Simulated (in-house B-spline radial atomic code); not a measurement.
A fraction x of an electron is moved 5p → 5d in Yb3+, starting from [Xe] 4f13 and keeping the highest spin. Level of theory: scalar-relativistic (X2C) LDA PW92, spin-polarised, spherical fractional occupations, Fermi nucleus of rms radius 5.3108 fm; calculated with a radial B-spline atomic code at the basis-set limit.

| x | E(x) - E(0) (eV) | 5p down level (eV) | 5d up level (eV) |
| --- | --- | --- | --- |
| 0 | 0.0000 | -57.278 | - |
| 0.125 | 3.9895 | -57.495 | -25.619 |
| 0.25 | 7.9690 | -57.705 | -25.908 |
| 0.375 | 11.9390 | -57.910 | -26.187 |
| 0.5 | 15.8997 | -58.108 | -26.459 |
| 0.625 | ? | ? | ? |
| 0.75 | ? | ? | ? |
| 0.875 | 27.7264 | -58.663 | -27.237 |
| 1 | 31.6500 | -58.835 | -27.485 |

Q: What belongs in the row x = 0.625?

A: An energy change of 19.8512 eV; 5p down at -58.299 eV, 5d up at -26.724 eV.

Q: What belongs in the row x = 0.75?

A: An energy change of 23.7935 eV; 5p down at -58.484 eV, 5d up at -26.983 eV.

Q: Check Janak's theorem between x = 0.125 and 0.25.

A: The slope of the energy is 31.84 eV; the orbital levels give 31.84 eV (ε of the receiving orbital less ε of the emptying one, averaged over the two points).
